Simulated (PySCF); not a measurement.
**UHF on As³⁺ (arsenic, charge +3)**

Configuration: [Ar] 3d10 4s2, closed-shell 1S. Calculation: PySCF 2.14, in pcseg-2; no relativity, point nucleus.

```json
{
  "Total energy": "-2232.192573 hartree",
  "One-electron energy": "-3075.3561 hartree",
  "Hartree (Coulomb) energy": "923.8003 hartree",
  "Exchange energy": "-80.6367 hartree",
  "Kinetic energy": "2235.12975 hartree",
  "⟨S²⟩": "0.0000",
  "⟨L²⟩": "0.000",
  "Sum of ⟨r⟩": "16.75 bohr",
  "Sum of ⟨r²⟩": "16.81 bohr²",
  "Density at the nucleus (Gaussians lack the cusp)": "24400 bohr⁻³",
  "Langevin diamagnetic susceptibility": "-13.3 ×10⁻⁶ cm³/mol",
  "Time after the integrals": "0.18 s of wall time on 1 thread of Neoverse-N1 (shared host)"
}
```

| shell | electrons | mean orbital energy (hartree) | rms radius, mean of both spins (bohr) |
| --- | --- | --- | --- |
| 1s | 2 | -433.76026 | 0.0537 |
| 2s | 2 | -57.50013 | 0.224 |
| 2p | 6 | -51.34438 | 0.198 |
| 3s | 2 | -9.28037 | 0.650 |
| 3p | 6 | -7.12683 | 0.672 |
| 3d | 10 | -3.36403 | 0.739 |
| 4s | 2 | -1.73994 | 1.93 |
